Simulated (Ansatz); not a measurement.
Reaction (formal exchange of groups at the Se–Sn bond): `[SeH][SnH3]` + `C1=NCC1` → `[SeH]C1CC=N1` + `[SnH4]`

Calculated with Ansatz (gas phase, PBE0-D4/def2-TZVP geometries, no zero-point term in ΔE). CCSD(T)/CBS is the MP2 limit (def2-TZVPP, def2-QZVPP) plus CCSD(T) − MP2 in def2-TZVPP, frozen cores. DFT in def2-TZVPP. def2 core potentials past Kr. For Se, Sn outer-core shells are correlated without core-valence functions, which leaves a few kJ/mol of doubt a bond. Scalar relativity is left out up to krypton. Each species was taken in one conformer, which may not be the lowest.

`[SeH][SnH3]`:

```xyz
6

Se   -0.593   -1.513    1.092
Sn   -0.074    0.588   -0.224
H     0.621   -2.185    0.609
H    -1.361    1.649    0.119
H    -0.006    0.222   -1.888
H     1.414    1.239    0.294
```

`C1=NCC1`:

Cartesian coordinates in Å:
```
C 0.864 0.098 0.750
N 1.266 0.310 -0.446
C -0.108 0.081 -0.961
C -0.584 -0.174 0.489
H 1.477 0.128 1.651
H -0.524 0.963 -1.454
H -0.164 -0.771 -1.641
H -1.293 0.549 0.900
H -0.934 -1.184 0.713
```

`[SeH]C1CC=N1`:

```xyz
10

Se    1.751    0.355    1.318
C     0.227   -0.440    0.406
C     0.060    0.037   -1.055
C    -1.242    0.506   -0.488
N    -1.094    0.143    0.731
H     1.391   -0.182    2.637
H     0.247   -1.519    0.554
H     0.744    0.827   -1.375
H     0.024   -0.742   -1.819
H    -2.108    1.015   -0.909
```

`[SnH4]`:

```xyz
5

Sn    0.000    0.000    0.000
H     0.668    0.487    1.490
H     1.255   -0.335   -1.103
H    -0.981    1.248   -0.618
H    -0.942   -1.401    0.231
```

| level | ΔE (kJ/mol) |
| --- | --- |
| PBE-D4 | 111.0 |
| BLYP-D4 | 109.1 |
| PBE0 | 118.8 |
| r2SCANh | 117.9 |
| r2SCAN0 | 120.0 |
| CCSD(T)/def2-SVP | 112.4 |
| HF/def2-QZVPP | 130.9 |
| SCS-MP2/def2-QZVPP | 114.9 |

(1) What does CCSD(T)/CBS give? (Estimate.)

(2) What do rigid-rotor, harmonic-oscillator terms from PBE0-D4/def2-TZVP frequencies (298.15 K, 1 bar) make of the CCSD(T)/CBS value? (An estimate is asked.)

Largest T1 diagnostic among the species: 0.013.

## Answers

(1) Computed: +118.8 kJ/mol. The listed levels differ from it by -7.8, -9.7, 0.0, -0.9, 1.2, -6.4, 12.1, -3.9 kJ/mol.

(2) Ansatz gave: ΔZPE = -10.5 kJ/mol, ΔH = +108.5 kJ/mol, ΔS = -32 J/(mol·K), ΔG = +117.9 kJ/mol.

In def2-TZVPP, CCSD(T) changes the Hartree–Fock value by −23.2 kJ/mol (the triples alone add −3.6 kJ/mol) and MP2 by −22.6 kJ/mol. From BLYP to BHLYP (50 % exact exchange), in def2-TZVPP and without D4, ΔE moves by +6.6 kJ/mol.
